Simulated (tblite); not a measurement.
**Question.** Give a GFN2-xTB geometry of `Clc1ccncc1`.

**Answer.** 
```
atom  x, y, z in Å
Cl1   -0.4430    2.8081    0.1603
C2    -0.1739    1.1050    0.0613
C3    -1.2485    0.2308   -0.0004
C4    -0.9680   -1.1254   -0.0791
N5     0.2562   -1.6199   -0.0959
C6     1.2691   -0.7749   -0.0359
C7     1.1180    0.6016    0.0438
H8    -2.2631    0.5936    0.0120
H9    -1.7678   -1.8517   -0.1305
H10    2.2542   -1.2213   -0.0515
H11    1.9722    1.2567    0.0900
```

Orientation and origin are arbitrary. Atoms count from 1 in this order. The 6-membered ring C2–C3–C4–N5–C6–C7 has internal angles of 117.5° to 123.7°; it is planar, 0.00 Å rms from its mean plane, widest ring torsion 0°. The 7 heavy atoms lie in one plane (0.000 Å rms). All 4 C–C bonds measure 1.387 Å.

Bonds between heavy atoms (Å): Cl1–C2 1.727, C2–C3 1.387, C3–C4 1.387, C4–N5 1.320, N5–C6 1.320, C6–C7 1.387, C2–C7 1.387.

Structure optimised with GFN2-xTB, isolated species.

Point group: C2v (tolerance 0.08 Å). Its GFN2-xTB frequencies are all real (lowest 171 cm⁻¹).

The numbers are calculated, not measured.
